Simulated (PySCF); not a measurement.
## Spin-rotation constants: `InChI=1S/C4H8FOP/c1-3-4(5)2-7(3)6/h3-4,7H,2H2,1H3/t3-,4-/m1/s1`

Molfile (atoms numbered from 1):
```
C4H8FOP
     RDKit          3D

 15 15  0  0  0  0  0  0  0  0999 V2000
    1.6818   -0.7886    0.4861 C   0  0  0  0  0  0  0  0  0  0  0  0
    0.2776   -0.2320    0.6042 C   0  0  2  0  0  0  0  0  0  0  0  0
   -0.7805   -0.7685   -0.3859 C   0  0  2  0  0  0  0  0  0  0  0  0
   -0.1902   -1.1298   -1.5729 F   0  0  0  0  0  0  0  0  0  0  0  0
   -1.5720    0.5338   -0.5864 C   0  0  0  0  0  0  0  0  0  0  0  0
   -0.1266    1.4964    0.0538 P   0  0  1  0  0  5  0  0  0  0  0  0
   -0.2896    2.6055    0.9902 O   0  0  0  0  0  0  0  0  0  0  0  0
    1.7012   -1.8377    0.7767 H   0  0  0  0  0  0  0  0  0  0  0  0
    2.0351   -0.7093   -0.5393 H   0  0  0  0  0  0  0  0  0  0  0  0
    2.3565   -0.2320    1.1334 H   0  0  0  0  0  0  0  0  0  0  0  0
   -0.1041   -0.3464    1.6248 H   0  0  0  0  0  0  0  0  0  0  0  0
   -1.3531   -1.6401   -0.0544 H   0  0  0  0  0  0  0  0  0  0  0  0
   -1.9126    0.6897   -1.6068 H   0  0  0  0  0  0  0  0  0  0  0  0
   -2.4153    0.6095    0.0999 H   0  0  0  0  0  0  0  0  0  0  0  0
    0.6871    1.7576   -1.0452 H   0  0  0  0  0  0  0  0  0  0  0  0
  1  2  1  0
  2  3  1  0
  3  4  1  0
  3  5  1  0
  5  6  1  0
  6  7  2  0
  6  2  1  0
  1  8  1  0
  1  9  1  0
  1 10  1  0
  2 11  1  1
  3 12  1  1
  5 13  1  0
  5 14  1  0
  6 15  1  6
M  END
```

Method: GIAO KT3/pcseg-1 magnetisability, rotational g tensor and spin-rotation constants, non-relativistic, gas phase in PySCF. Geometry: GFN2-xTB.

Give the nuclear spin-rotation constants along the inertial axes (H = +C I·J) beside the isotropic shieldings.

Rotational constants 3.4337, 1.8581, 1.3875 GHz. A star marks the isotopologue with that one atom substituted, in its own axes.
```csv
atom,isotope,Caa (kHz),Cbb (kHz),Ccc (kHz),mean (kHz),σ (ppm)
F4,19F,1.909,0.841,0.888,1.213,377.3
P6,31P,4.225,3.284,2.619,3.376,301.3
H8,1H,-0.097,-0.180,-0.104,-0.127,30.6
H9,1H,-0.322,-0.190,0.005,-0.169,30.3
H10,1H,-0.221,-0.030,-0.162,-0.138,30.5
H11,1H,-0.374,-0.205,0.053,-0.175,29.2
H12,1H,-0.147,-0.162,-0.004,-0.104,26.7
H13,1H,-0.386,-0.019,-0.083,-0.163,29.2
H14,1H,-0.345,-0.164,0.004,-0.168,29.3
H15,1H,-0.343,-0.158,0.120,-0.127,24.5
C1,13C*,0.415,0.229,0.175,0.273,180.6
C2,13C*,0.545,0.367,0.326,0.413,132.9
C3,13C*,0.915,0.491,0.258,0.555,103.9
C5,13C*,0.441,0.350,0.285,0.358,147.9
O7,17O*,-0.876,-0.126,-0.222,-0.408,201.8
```
For the geometry as given, no vibrational averaging.
